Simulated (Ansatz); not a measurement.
Energy profile

The step: SiNH₅O ([NH2][SiH2][OH]) + NH₃ → SiN₂H₆ ([NH2][SiH2][NH2]) + H₂O; bonds formed: Si1–N7, O2–H6; bonds broken: Si1–O2, H6–N7 (atoms numbered as in the saddle structure below).

```tsv
atom	x (Å)	y (Å)	z (Å)
Si1	0.4609	-0.4748	0.0721
O2	-1.4755	-0.1619	-0.4926
H3	0.4679	-1.5980	-0.9119
H4	1.9316	-0.4424	0.4402
N5	-0.1419	-0.4611	1.6607
H6	-0.7691	0.7726	-0.9771
N7	0.4021	1.1280	-0.8935
H8	-1.7841	-0.8117	-1.1270
H9	0.4665	-0.5380	2.4558
H10	-1.1244	-0.5048	1.8654
H11	0.9528	1.1372	-1.7427
H12	0.6133	1.9551	-0.3494
```

Electronic energies by CCSD(T) at an estimated basis limit (MP2 extrapolated from triple and quadruple zeta, plus CCSD(T) − MP2 in triple zeta), on PBE0-D4/def2-TZVP structures; SiN$_{2}$H$_{8}$O, singlet; no counterpoise correction. Ansatz 0.2.0; basis: def2-TZVPP and def2-QZVPP; cores frozen in the correlated methods. Extrapolation: Hartree–Fock as exp(−7.88 √X), correlation as X^−2.97.

Problem. Give the profile in kcal/mol, counted from the separated reactants. (Judge from chemistry; the value comes from the calculation.)

Solution. By the calculation:
| point | kcal/mol |
| --- | --- |
| separated: SiNH$_{5}$O (linked as [NH2][SiH2][OH]; Si1, O2, H3, H4, N5, H8, H9, H10; singlet) + NH$_{3}$ (H6, N7, H11, H12; singlet) | 0.00 |
| start structure | -5.14 |
| saddle | 27.41 |
| end structure | 3.60 |
| separated: SiN$_{2}$H$_{6}$ (linked as [NH2][SiH2][NH2]; Si1, H3, H4, N5, N7, H9, H10, H11, H12; singlet) + H$_{2}$O (O2, H6, H8; singlet) | 10.58 |

No T1 diagnostic of these runs exceeds 0.011.

For scale, one of the runs: CCSD(T)/def2-TZVPP, 247 basis functions, launched by `ansatz run in.yaml --threads 4 --pin off --events-out ev --progress --plain --max-ram 9574MiB`. Time: 2.5 min of wall clock on 4 CPU threads of an Arm Neoverse V1; the host was shared. Peak host memory: 5.2 GiB.
